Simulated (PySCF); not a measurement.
Zr²⁺: ionisation energy

Zr²⁺ [Kr] 4d2 [4d3/2^2, M_J = 2] → Zr³⁺ [Kr] 4d1 [4d3/2^1, M_J = 3/2], as a difference of total energies. Calculation: PySCF 2.14, in x2c-TZVPall-2c (8s9p7d1f, 77 functions); the two-component X2C-1e Hamiltonian. Correlated levels: [Ar] 3d10 frozen; the 6 highest virtual spinors dropped. "Screened" scales the spin-orbit matrix elements by Boettger's factors to mimic the two-electron term; Breit and QED terms are absent.

| method | ionisation energy (eV) |
| --- | --- |
| GHF (spin-free) | 22.312 |
| GMP2 (spin-free) | 22.711 |
| GHF (screened spin-orbit) | 22.306 |
| GMP2 (screened spin-orbit) | 22.698 |

Problem. How much does correlation contribute at GMP2 (screened spin-orbit)?

Solution. 22.698 − (22.306) = 0.392 eV, measured against GHF (screened spin-orbit).

The spin-free rows relax to the high-spin LS determinant and lack the spin-orbit shift.

Errors of the correlated levels include the incompleteness of this basis and the frozen core.

The labels give the starting determinants; with spin-orbit coupling the two ends relaxed to ⟨J²⟩ = 7.43, ⟨L²⟩ = 11.95, ⟨S²⟩ = 1.99 and ⟨J²⟩ = 3.77, ⟨L²⟩ = 6.01, ⟨S²⟩ = 0.76.

The determinant of Zr²⁺ mixes levels of different J (the jj label is only the starting occupation), so the difference between spin-free and spin-orbit rows is not the physical spin-orbit shift.

For comparison: 23.170 eV (semi-empirical (NIST evaluation); NIST Atomic Spectra Database, ionization energies).
